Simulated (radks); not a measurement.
Results of a calculation; reference values are marked as such.
All-electron atom: Gd3+ in [Kr] 4d9 4f8 5s2 5p6 (not the ground configuration).

Code: a radial shooting solver on a logarithmic mesh with Libxc functionals. Model: scalar-relativistic Kohn-Sham, PBE, spin-polarised, spherical densities, finite nucleus; open shells are filled with parallel spins first (spin-orbit coupling, left out, can overturn this in heavy ions); Fermi nuclear charge, rms radius 5.1569 fm.

Energy parts (eV):
| part | energy |
|---|---|
| total | -306511.67 |
| kinetic | 329092.01 |
| electron-nucleus | -746036.83 |
| Hartree | 117181.59 |
| exchange-correlation | -6748.43 |

Orbitals (lengths in bohr, moments of r in powers of bohr):
orbital,occ.,eigenvalue (eV),<1/r>,<r>
1s up,1,-50126.71,71.64,0.02191
1s down,1,-50126.70,71.64,0.02191
2s up,1,-8302.753,16.62,0.09328
2s down,1,-8302.146,16.62,0.09327
2p up,3,-7392.804,15.52,0.08236
2p down,3,-7392.327,15.52,0.08236
3s up,1,-1862.337,6.099,0.2444
3s down,1,-1859.758,6.105,0.2442
3p up,3,-1580.381,5.734,0.2430
3p down,3,-1577.780,5.740,0.2427
3d up,5,-1208.175,5.442,0.2211
3d down,5,-1205.944,5.447,0.2208
4s up,1,-398.7697,2.573,0.5524
4s down,1,-391.9936,2.571,0.5526
4p up,3,-305.7107,2.366,0.5844
4p down,3,-299.0111,2.364,0.5849
4d up,5,-176.9111,2.088,0.6340
4d down,4,-170.3502,2.083,0.6359
5s up,1,-76.1752,1.013,1.311
5s down,1,-73.3209,0.9916,1.333
5p up,3,-52.9154,0.8651,1.511
5p down,3,-50.8603,0.8434,1.542
4f up,7,-36.9866,1.562,0.8257
4f down,1,-31.3670,1.516,0.8684

The highest occupied level is 4f down at -31.367 eV. Spin moment in Bohr magnetons: 7. Summed over all electrons, <r^2> = 35.21 bohr^2, which gives a Langevin (diamagnetic) susceptibility term of -27.9 x 10^-6 cm^3/mol. The electron density at the nucleus is 6.582e+05 e/bohr^3 (large components only).
